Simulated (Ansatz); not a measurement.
`[SiH3]Cl` + `N[SiH](F)F` → `N[Si](F)(F)[SiH3]` + HCl at 700 K and 1 bar (formal exchange of groups at the Si–Cl bond).

Program: Ansatz. Geometries: PBE0-D4/def2-TZVP. ΔE: electronic, gas phase. CBS: MP2 limit from def2 TZ/QZ plus the TZ coupled-cluster correction, frozen cores. This one scheme is used for every species. One conformer a species, not always the lowest.

```json
{"species": "`[SiH3]Cl`", "CCSD(T)/CBS energy (Eh)": "-750.69636", "H − E (kJ/mol)": "107.0", "S (J/(mol·K))": "306.3"}
{"species": "`N[SiH](F)F`", "CCSD(T)/CBS energy (Eh)": "-545.34917", "H − E (kJ/mol)": "165.4", "S (J/(mol·K))": "392.7"}
{"species": "`N[Si](F)(F)[SiH3]`", "CCSD(T)/CBS energy (Eh)": "-835.62453", "H − E (kJ/mol)": "236.3", "S (J/(mol·K))": "496.3"}
{"species": "HCl", "CCSD(T)/CBS energy (Eh)": "-460.38127", "H − E (kJ/mol)": "38.4", "S (J/(mol·K))": "211.8"}
```

H − E and S are ideal-gas, rigid-rotor, harmonic terms from PBE0-D4/def2-TZVP, for one conformer and one mirror image of each species. 1 Eh = 2625.50 kJ/mol, R = 8.31446 J/(mol·K).

Problem. By hand: ΔE, ΔH, ΔS and ΔG.

Solution. ΔE = (-835.62453) + (-460.38127) − (-750.69636) − (-545.34917) = 0.03973 Eh = 104.3 kJ/mol. Δ(H − E) = 236.3 + 38.4 − 107.0 − 165.4 = 2.3, so ΔH = 106.6 kJ/mol. ΔS = 496.3 + 211.8 − 306.3 − 392.7 = 9.1 J/(mol·K). ΔG = 106.6 − 700 × (9.1)/1000 = 100.2 kJ/mol.

Problem. By hand: the equilibrium constant, and the temperature at which ΔG would vanish if ΔH and ΔS stayed fixed.

Solution. log₁₀ K = −ΔG/(RT ln 10) = -7.5. ΔG = 0 at ΔH/ΔS = 11714 K, far beyond where these terms or the molecules hold.

The number of gas molecules stays the same, so ΔS is small and ΔH decides. A doubt of 5 kJ/mol in ΔE shifts log₁₀ K by 0.4 here. Other conformers and mirror images would add mixing entropy, several J/(mol·K) or more a flexible species. These are equilibria of isolated gas molecules and say nothing of rates. Largest T1 diagnostic: 0.012 (customary marks: 0.02 for closed shells, 0.045 for open ones).
